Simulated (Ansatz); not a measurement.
Computed with Ansatz on PBE0-D4/def2-TZVP structures; ΔE is electronic, products minus reactants. CCSD(T)/CBS is the MP2 limit (def2-TZVPP, def2-QZVPP) plus CCSD(T) − MP2 in def2-TZVPP, frozen cores. This one scheme is used for every species. DFT in def2-TZVPP. B3LYP here is the variant with VWN-RPA as its local correlation; programs differ in this. One conformer a species, not always the lowest.

Reaction (silylene formation by 1,1-elimination): `C=C=C(N)[SiH3]` → `C=C=CN` + `[SiH2]`

```json
{"level": "LDA (SPW92)", "ΔE (kJ/mol)": "272.4"}
{"level": "PBE-D4", "ΔE (kJ/mol)": "246.3"}
{"level": "B3LYP-D4", "ΔE (kJ/mol)": "238.0"}
{"level": "CAM-B3LYP-D4", "ΔE (kJ/mol)": "244.0"}
{"level": "revPBE", "ΔE (kJ/mol)": "220.7"}
{"level": "RPA@PBE/def2-TZVPP", "ΔE (kJ/mol)": "218.2"}
{"level": "CCSD/def2-SVP", "ΔE (kJ/mol)": "220.3"}
{"level": "HF/def2-TZVPP", "ΔE (kJ/mol)": "218.0"}
```

(1) What does CCSD(T)/CBS give? (Estimate.)

Largest T1 diagnostic among the species: 0.014.

Results:

(1) Computed: +242.1 kJ/mol. The listed levels differ from it by 30.3, 4.2, -4.1, 1.9, -21.4, -23.9, -21.8, -24.1 kJ/mol.

The D4 term adds +15.2 kJ/mol with B3LYP and +8.3 kJ/mol with PBE0; it sums over pairs of atoms, weighted by their polarisabilities, and B3LYP, whose exchange is more repulsive, gets the larger term. From PBE to PBE0 (25 % exact exchange), in def2-TZVPP and without D4, ΔE moves by +8.1 kJ/mol.
